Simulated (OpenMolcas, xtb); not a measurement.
# GeH2O2 (SMILES [OH][Ge][OH]): methods side by side

GeH2O2: 5 atoms, total charge 0, spin state singlet. SMILES: `[OH][Ge][OH]`. Geometry: relaxed at PBE0-D4/def2-TZVP. This is one conformer, not always the lowest.

```xyz
5

O    -1.3410   -0.0995   -0.3774
Ge   -0.3164   -0.8958    0.8553
O     1.2819   -0.1423    0.5702
H    -0.9409    0.5508   -0.9615
H     1.3664    0.5132   -0.1279
```

Each level gives the dipole moment (D). The values are calculated.

```csv
level,kind,program,value (D)
GFN0-xTB,semi-empirical,xtb,1.90
GFN1-xTB,semi-empirical,xtb,3.02
HF/def2-SVPD,Hartree–Fock,OpenMolcas,1.55
SVWN5/def2-SVPD,LDA,OpenMolcas,1.53
revPBE/def2-SVPD,GGA,OpenMolcas,1.45
M06-L/def2-SVPD,meta-GGA,OpenMolcas,1.41
B3LYP/def2-SVPD,global hybrid,OpenMolcas,1.36
```

All-electron rows without a relativistic Hamiltonian named are non-relativistic. The values span 1.36 to 3.02 D. Magnitudes only.
